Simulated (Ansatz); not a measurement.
## Nudged elastic band run: AlBClH₃O

Input file:

```yaml
crystal:
  periodic: [false, false, false]
  atoms:
    - { symbol: O, position_ang: [-1.785939, 0.508473, -0.413723] }
    - { symbol: Al, position_ang: [-0.128232, 0.696935, -0.04226] }
    - { symbol: B, position_ang: [0.919269, -1.072032, 0.50198] }
    - { symbol: Cl, position_ang: [1.896654, -1.857192, -0.732964] }
    - { symbol: H, position_ang: [-2.372677, 1.202092, -0.720416] }
    - { symbol: H, position_ang: [0.522668, 2.14809, -0.169664] }
    - { symbol: H, position_ang: [0.948268, -1.626365, 1.577048] }
basis:
  gaussian: { orbitals: def2-SVP }
hamiltonian:
  xc: pbe0
  dispersion: d4
neb:
  order_check: false
  images: 5
  f_tol: 0.05
  max_iterations: 60
  spring: 0.1
  final_atoms:
    - { symbol: O, position_ang: [-1.51756701, 0.48864627, -0.91679482] }
    - { symbol: Al, position_ang: [-0.1776744, 0.71527139, 0.11894812] }
    - { symbol: B, position_ang: [1.0783263, -0.98960475, 0.4263817] }
    - { symbol: Cl, position_ang: [0.67389267, -2.50215783, -0.35511825] }
    - { symbol: H, position_ang: [-2.16325026, 1.15929748, -1.14657553] }
    - { symbol: H, position_ang: [0.02908341, 2.15913954, 0.76398076] }
    - { symbol: H, position_ang: [2.0772003, -1.03059111, 1.10917902] }
  initial_path:
    images:
      - { positions_ang: [[-1.785939, 0.508473, -0.413723], [-0.128232, 0.696935, -0.04226], [0.919269, -1.072032, 0.50198], [1.896654, -1.857192, -0.732964], [-2.372677, 1.202092, -0.720416], [0.522668, 2.14809, -0.169664], [0.948268, -1.626365, 1.577048]] }
      - { positions_ang: [[-1.75758048, 0.60908045, -0.40520133], [-0.11168444, 0.66283138, -0.10922206], [0.95223986, -1.09594945, 0.35971023], [1.59689667, -1.58264326, 0.10115507], [-2.45762034, 1.12986289, -0.63991958], [0.6173038, 2.05217104, -0.23297688], [1.16045592, -1.77535206, 0.92645556]] }
      - { positions_ang: [[-1.72922196, 0.70968791, -0.39667967], [-0.09513688, 0.62872776, -0.17618413], [0.98521072, -1.11986689, 0.21744045], [1.29713935, -1.30809452, 0.93527414], [-2.54256367, 1.05763379, -0.55942315], [0.7119396, 1.95625208, -0.29628976], [1.37264384, -1.92433912, 0.27586311]] }
      - { positions_ang: [[-1.70086344, 0.81029536, -0.388158], [-0.07858932, 0.59462414, -0.24314619], [1.01818159, -1.14378434, 0.07517068], [0.99738202, -1.03354578, 1.76939321], [-2.62750701, 0.98540468, -0.47892673], [0.8065754, 1.86033312, -0.35960264], [1.58483177, -2.07332618, -0.37472933]] }
      - { positions_ang: [[-1.63976463, 0.703079, -0.56437027], [-0.11161768, 0.63483989, -0.12244809], [1.03822982, -1.09239114, 0.19224102], [0.88955224, -1.52308313, 1.06122272], [-2.47275476, 1.04336895, -0.70147633], [0.5474114, 1.95993526, 0.01492516], [1.74895461, -1.72574782, 0.11990679]] }
      - { positions_ang: [[-1.57866582, 0.59586264, -0.74058254], [-0.14464604, 0.67505564, -0.00174998], [1.05827806, -1.04099795, 0.30931136], [0.78172245, -2.01262048, 0.35305223], [-2.31800251, 1.10133321, -0.92402593], [0.28824741, 2.0595374, 0.38945296], [1.91307745, -1.37816947, 0.6145429]] }
      - { positions_ang: [[-1.51756701, 0.48864627, -0.91679482], [-0.1776744, 0.71527139, 0.11894812], [1.0783263, -0.98960475, 0.4263817], [0.67389267, -2.50215783, -0.35511825], [-2.16325026, 1.15929748, -1.14657553], [0.02908341, 2.15913954, 0.76398076], [2.0772003, -1.03059111, 1.10917902]] }
```

Launched with:

```bash
$ ansatz run input.yaml --threads 1 --pin off --max-ram 2048MiB --backend cpu --events-out ev --progress --plain --runs-dir out
```

Output, in part (warnings, iteration lines, the closing report on the highest movable image, with atoms numbered from 0):

```
NEB end point (image 0): max|allowed force component| = 1.066e-2 eV/Å (the criterion of neb.relax_end_points is 1.000e-2)
NEB end point (image 6): max|allowed force component| = 5.690e-3 eV/Å (the criterion of neb.relax_end_points is 1.000e-2)
NEB iter   1: max|band force component| = 2.764e2 eV/Å  barrier→ = 92.4794 eV  barrier← = 92.4444 eV  Δτ_max = 0.2000 Å  (194 SCF iters)
NEB iter   2: max|band force component| = 9.210e1 eV/Å  barrier→ = 37.1885 eV  barrier← = 37.1535 eV  Δτ_max = 0.2000 Å  (174 SCF iters)
NEB iter   3: max|band force component| = 5.465e1 eV/Å  barrier→ = 20.4218 eV  barrier← = 20.3868 eV  Δτ_max = 0.1978 Å  (168 SCF iters)
NEB iter   4: max|band force component| = 2.872e1 eV/Å  barrier→ = 10.4378 eV  barrier← = 10.4028 eV  Δτ_max = 0.1833 Å  (171 SCF iters)
NEB iter   5: max|band force component| = 1.506e1 eV/Å  barrier→ = 5.4953 eV  barrier← = 5.4603 eV  Δτ_max = 0.1971 Å  (162 SCF iters)
NEB iter   6: max|band force component| = 6.471e0 eV/Å  barrier→ = 2.6156 eV  barrier← = 2.5806 eV  Δτ_max = 0.1993 Å  (159 SCF iters)
NEB iter   7: max|band force component| = 2.360e0 eV/Å  barrier→ = 1.1824 eV  barrier← = 1.1474 eV  Δτ_max = 0.1875 Å  (153 SCF iters)
NEB iter   8: max|band force component| = 1.529e0 eV/Å  barrier→ = 0.6174 eV  barrier← = 0.5824 eV  Δτ_max = 0.2000 Å  (154 SCF iters)
NEB iter   9: max|band force component| = 2.826e0 eV/Å  barrier→ = 0.4219 eV  barrier← = 0.3869 eV  Δτ_max = 0.0992 Å  (152 SCF iters)
NEB iter  10: max|band force component| = 1.574e0 eV/Å  barrier→ = 0.2471 eV  barrier← = 0.2121 eV  Δτ_max = 0.0987 Å  (153 SCF iters)
NEB iter  11: max|band force component| = 5.298e-1 eV/Å  barrier→ = 0.1352 eV  barrier← = 0.1002 eV  Δτ_max = 0.1912 Å  (138 SCF iters)
NEB iter  12: max|band force component| = 4.650e-1 eV/Å  barrier→ = 0.1059 eV  barrier← = 0.0709 eV  CI = image 3  Δτ_max = 0.1675 Å  (148 SCF iters)
NEB iter  13: max|band force component| = 4.555e-1 eV/Å  barrier→ = 0.1050 eV  barrier← = 0.0700 eV  CI = image 3  Δτ_max = 0.1972 Å  (151 SCF iters)
NEB iter  14: max|band force component| = 3.833e-1 eV/Å  barrier→ = 0.1022 eV  barrier← = 0.0672 eV  CI = image 3  Δτ_max = 0.1135 Å  (150 SCF iters)
NEB iter  15: max|band force component| = 2.054e-1 eV/Å  barrier→ = 0.0965 eV  barrier← = 0.0615 eV  CI = image 3  Δτ_max = 0.1376 Å  (152 SCF iters)
NEB iter  16: max|band force component| = 2.839e-1 eV/Å  barrier→ = 0.0857 eV  barrier← = 0.0507 eV  CI = image 3  Δτ_max = 0.0705 Å  (151 SCF iters)
NEB iter  17: max|band force component| = 1.995e-1 eV/Å  barrier→ = 0.0853 eV  barrier← = 0.0502 eV  CI = image 3  Δτ_max = 0.1149 Å  (141 SCF iters)
NEB iter  18: max|band force component| = 2.282e-1 eV/Å  barrier→ = 0.0781 eV  barrier← = 0.0431 eV  CI = image 3  Δτ_max = 0.0958 Å  (150 SCF iters)
NEB iter  19: max|band force component| = 2.418e-1 eV/Å  barrier→ = 0.0714 eV  barrier← = 0.0364 eV  CI = image 3  Δτ_max = 0.0753 Å  (153 SCF iters)
NEB iter  20: max|band force component| = 2.581e-1 eV/Å  barrier→ = 0.0624 eV  barrier← = 0.0274 eV  CI = image 3  Δτ_max = 0.0369 Å  (152 SCF iters)
NEB iter  21: max|band force component| = 2.732e-1 eV/Å  barrier→ = 0.0519 eV  barrier← = 0.0169 eV  CI = image 3  Δτ_max = 0.0454 Å  (136 SCF iters)
NEB iter  22: max|band force component| = 2.665e-1 eV/Å  barrier→ = 0.0420 eV  barrier← = 0.0070 eV  CI = image 3  Δτ_max = 0.0419 Å  (150 SCF iters)
NEB iter  23: max|band force component| = 2.475e-1 eV/Å  barrier→ = 0.0318 eV  barrier← = -0.0032 eV  CI = image 3  Δτ_max = 0.0392 Å  (136 SCF iters)
NEB iter  24: max|band force component| = 2.261e-1 eV/Å  barrier→ = 0.0287 eV  barrier← = -0.0063 eV  CI = image 5  Δτ_max = 0.1388 Å  (142 SCF iters)
NEB iter  25: max|band force component| = 1.661e-1 eV/Å  barrier→ = 0.0299 eV  barrier← = -0.0051 eV  CI = image 5  Δτ_max = 0.1400 Å  (138 SCF iters)
NEB iter  26: max|band force component| = 1.223e-1 eV/Å  barrier→ = 0.0309 eV  barrier← = -0.0041 eV  CI = image 5  Δτ_max = 0.0996 Å  (154 SCF iters)
NEB iter  27: max|band force component| = 1.388e-1 eV/Å  barrier→ = 0.0319 eV  barrier← = -0.0031 eV  CI = image 5  Δτ_max = 0.0435 Å  (149 SCF iters)
NEB iter  28: max|band force component| = 1.009e-1 eV/Å  barrier→ = 0.0326 eV  barrier← = -0.0024 eV  CI = image 5  Δτ_max = 0.0497 Å  (154 SCF iters)
NEB iter  29: max|band force component| = 7.922e-2 eV/Å  barrier→ = 0.0332 eV  barrier← = -0.0018 eV  CI = image 5  Δτ_max = 0.0390 Å  (146 SCF iters)
NEB iter  30: max|band force component| = 8.501e-2 eV/Å  barrier→ = 0.0336 eV  barrier← = -0.0014 eV  CI = image 5  Δτ_max = 0.0195 Å  (141 SCF iters)
NEB iter  31: max|band force component| = 8.202e-2 eV/Å  barrier→ = 0.0339 eV  barrier← = -0.0011 eV  CI = image 5  Δτ_max = 0.0098 Å  (136 SCF iters)
NEB iter  32: max|band force component| = 4.701e-2 eV/Å  barrier→ = 0.0340 eV  barrier← = -0.0010 eV  CI = image 5  Δτ_max = 0.0000 Å  (258 SCF iters)
Total energy: -21874.67410639 eV, -803.8794462232 hartree
Atom 0 at    -1.653046     0.467676    -0.662435 Å, force     0.016913     0.017666     0.004454 eV/Å
Atom 1 at    -0.093892     0.739131    -0.015107 Å, force    -0.009866    -0.014849     0.001879 eV/Å
Atom 2 at     1.084845    -1.004923     0.370849 Å, force     0.003302     0.018385    -0.005712 eV/Å
Atom 3 at     0.323935    -2.579812     0.319745 Å, force    -0.003852    -0.008985     0.004921 eV/Å
Atom 4 at    -2.281265     1.157441    -0.884964 Å, force    -0.002815    -0.009819    -0.003821 eV/Å
Atom 5 at     0.352265     2.248514     0.241051 Å, force    -0.000564     0.000141     0.001748 eV/Å
Atom 6 at     2.267169    -1.028028     0.630861 Å, force    -0.003119    -0.002539    -0.003470 eV/Å
Dipole moment:    -0.034855     0.245500    -0.016976 e Å
```

The run converged. The highest image is an end point: on this band no image between the ends rises above it. Between wells the path still climbs a hump at image 2, 0.02 eV above the well before it.

Final band (atoms are numbered from 1 in the order of the input):

```tsv
image	path coordinate (Å)	energy (eV)	dihedral H6–Al2–B3–Cl4 (°)
0	0.00	0.000	-78
1	1.28	0.015	-28
2	2.54	0.018	21
3	3.77	0.002	69
4	4.96	0.012	119
5	6.15	0.034	168
6	6.43	0.035	179
```

Time of the run: 16 min on 1 thread of Intel(R) Xeon(R) Processor @ 2.50GHz (Skylake/Cascade Lake) (shared host), peak memory 0.16 GiB.
